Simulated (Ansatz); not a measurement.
GeH10Si3, SMILES `[SiH3][SiH2][GeH2][SiH3]`. The species carries charge 0 and has multiplicity 1.

Z-matrix (Å, degrees):
```
Si
Si 1 2.337
H 1 1.488 2 109.5
H 1 1.488 2 111.6 3 120.4
H 1 1.488 2 109.7 3 -118.9
Ge 2 2.381 1 109.5 3 61.2
H 2 1.489 1 110.2 3 -177.3
H 2 1.490 1 109.6 3 -58.3
Si 6 2.379 2 110.3 1 -56.9
H 6 1.541 2 110.4 1 -178.7
H 6 1.541 2 109.1 1 63.2
H 9 1.487 6 109.7 2 -57.3
H 9 1.487 6 111.2 2 -177.8
H 9 1.487 6 109.5 2 61.9
```

**Question.** What are the harmonic wavenumbers in cm⁻¹ at PBE0-D4/def2-TZVP (Ansatz, finite differences of forces, unscaled)? (An estimate is asked.)

**Answer.** Computed: 23, 70, 75, 101, 109, 298, 326, 337, 363, 439, 443, 461, 523, 545, 632, 656, 685, 724, 851, 872, 881, 919, 937, 939, 940, 942, 2124, 2132, 2202, 2212, 2214, 2218, 2226, 2227, 2231, 2231.

**Question.** Is this a minimum?

**Answer.** Yes, all 36 modes are real.

**Question.** Give the ideal-gas thermochemistry at 298.15 K and 1 bar (rigid rotor, harmonic oscillator; point group C1, symmetry number 1).

**Answer.** Zero-point energy 216.0 kJ/mol; H(298) − E = 245.8 kJ/mol; entropy 430.7 J/(mol·K), of which translation 172.7, rotation 122.7, vibration 135.3; G(298) − E = 117.4 kJ/mol. Modes under 100 cm⁻¹ are hindered rotations or soft bends, so the harmonic entropy is rough.

**Question.** Rotational constants (cm⁻¹)?

**Answer.** 0.08656, 0.03524, 0.02775.
